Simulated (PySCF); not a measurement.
## Radial density of Yb⁶⁰⁺ (ytterbium, charge +60)

BLYP, [Ne], closed-shell 1S. All numbers are calculated (PySCF 2.14, no relativity, point nucleus, in an even-tempered Gaussian basis (17 s from 38 bohr⁻², ratio 2.2; 10 p from 49 bohr⁻², ratio 2.2; 5 d from 200 bohr⁻², ratio 2.4; 5 f from 290 bohr⁻², ratio 2.4; 4 g from 440 bohr⁻², ratio 2.4)).

| r (bohr) | 4πr²ρ (e/bohr) |
| --- | --- |
| 0.000379 | 0.4099 |
| 0.000637 | 1.118 |
| 0.00107 | 2.977 |
| 0.00180 | 7.605 |
| 0.00303 | 18.12 |
| 0.00510 | 38.40 |
| 0.00858 | 67.10 |
| 0.0144 | 86.38 |
| 0.0243 | 77.42 |
| 0.0408 | 79.21 |
| 0.0687 | 98.60 |
| 0.116 | 41.78 |
| 0.194 | 2.207 |
| 0.327 | 0.004421 |

A non-relativistic calculation at this Z misses sizeable relativistic shifts. Spin-orbit coupling, which splits the p, d and f shells strongly at this Z, is absent.
